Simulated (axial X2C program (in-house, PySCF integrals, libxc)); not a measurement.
**InO: nuclear properties from DFT to coupled cluster**

Computed with an in-house all-electron X2C program for linear molecules (integrals from PySCF): two-component X2C with atomic mean-field Coulomb and Gaunt terms, Gaussian nuclei, basis In dyall-acv3z, O dyall-av3z with contracted cores.

R = 1.929 Å (near the PBE0 minimum at charge 0 of the determinant lowest at the starting distance; the state shown can have its own minimum elsewhere); state Ω = 1/2 (⟨Sz⟩ = 0.50, ⟨Lz⟩ = 0.00 at PBE0).

```json
{"level": "PBE0", "Eeff magnitude (GV/cm)": "9.6", "Ws magnitude In (kHz)": "11.3", "A∥/gI In (MHz)": "440", "qzz In (a.u.)": "-2.67", "A∥/gI O (MHz)": "266", "μ (D)": "-4.26"}
{"level": "HF", "Eeff magnitude (GV/cm)": "8.16", "Ws magnitude In (kHz)": "9.78", "A∥/gI In (MHz)": "-1100", "qzz In (a.u.)": "-3.21", "A∥/gI O (MHz)": "310", "μ (D)": "-3.50"}
{"level": "B3LYP", "Eeff magnitude (GV/cm)": "9.09", "Ws magnitude In (kHz)": "10.7", "A∥/gI In (MHz)": "631", "qzz In (a.u.)": "-2.52", "A∥/gI O (MHz)": "284", "μ (D)": "-4.25"}
```

Eeff is the effective electric field on the electron electric dipole moment in this Ω state and Ws the scalar–pseudoscalar constant of the nucleus named (defined with the proton number Z and per Ω); A∥ (defined per Ω) follows by multiplying with gI = μI/(I μN); qzz is the electric field gradient, eQq0 = 234.96 MHz × Q/barn × qzz; μ is positive if the O end (last atom) is positive. The operators were transformed with the bare-nucleus X2C matrices; with these basis sets, hyperfine constants and field gradients can be off by tens of per cent, and where levels differ in sign neither size nor sign is settled.

Finite-field MP2, CCSD and CCSD(T), with 19 electrons correlated in 130 natural virtual spinors (MP2 remainder added):

| level | Eeff magnitude (GV/cm) | Ws magnitude In (kHz) | A∥/gI In (MHz) | qzz In (a.u.) | A∥/gI O (MHz) | μ (D) |
| --- | --- | --- | --- | --- | --- | --- |
| MP2 | 12.5 | 14.9 | -291 | -2.61 | 52.1 | -4.44 |
| CCSD | 11.3 | 13.4 | 325 | -2.79 | 164 | -4.31 |
| CCSD(T) | 12 | 14.2 | 609 | -2.66 | 148 | -4.34 |

T1 = 0.036 (Lee–Taylor), a sign of multireference character. One unrestricted determinant, the lowest of a limited PBE0 search, is the reference; the functionals treat spin collinearly. Correlation of the inner shells is missing, which matters for properties at the nucleus. Number of frozen shells: In 4 s, 3 p, 1 d; O 1 s.

Problem. By how much does correlation change each value, CCSD(T) against HF?

Solution. Eeff magnitude 47 %; Ws magnitude In 45 %; A∥/gI In from -1100 to 609, a change of sign; qzz In -17 %; A∥/gI O -52 %; μ 24 %.
